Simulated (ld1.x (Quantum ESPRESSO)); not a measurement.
## Transferability test, ultrasoft potential for silicon (Si)

* Element: Si
* Generator: ld1.x (Quantum ESPRESSO) 7.5
* Type: ultrasoft
* Functional: LDA (PZ)
* Relativity: scalar-relativistic
* Frozen core: [Ne]
* Valence charge: 4
* Reference configuration: 3s2 3p0 (charge +2)
* Partial waves: 3s (bound): rcut 1.30, rcutus 1.55 bohr; 3s channel at -1.15 Ry: rcut 1.30, rcutus 1.55 bohr; 3p (bound, empty): rcut 1.10, rcutus 1.55 bohr; 3p channel at -0.75 Ry: rcut 1.10, rcutus 1.55 bohr
* Local potential: all-electron potential smoothed inside 1.20 bohr (lloc = -2)
* Core correction: Bessel-smoothed model core, default radius (core density twice the valence density)
* Augmentation charge: PSQ, radius 1.10 bohr

Energies are relative to the spin-unpolarised reference configuration 3s2 3p0; without spin polarisation the order of configurations can differ from experiment. Spin-polarised rows fill each open shell by Hund’s rule, majority spin first.

```tsv
valence configuration	charge	ΔE all-electron (eV)	error AE − PS (meV)
3s2 3p1	+1	-16.114	-0.8
3s1 3p0	+3	34.145	-24
3s0 3p4	0	-10.164	+11
3s1 3p2	+1	-8.701	+4.2
3s2 3p1.5	+0.5	-20.978	-1.2
3s1 3p3	0	-17.137	+5.9
3s2 3p2 (spin-polarised)	0	-24.555	+1.2
```

Q: What are ΔE and the potential's error for 3s2 3p1 (spin-polarised)?

A: ΔE = -16.319 eV all-electron; the error (AE − PS) is 0.0 meV.

Q: What are ΔE and the potential's error for 3s2 3p2?

A: ΔE = -23.943 eV all-electron; the error (AE − PS) is -1.0 meV.
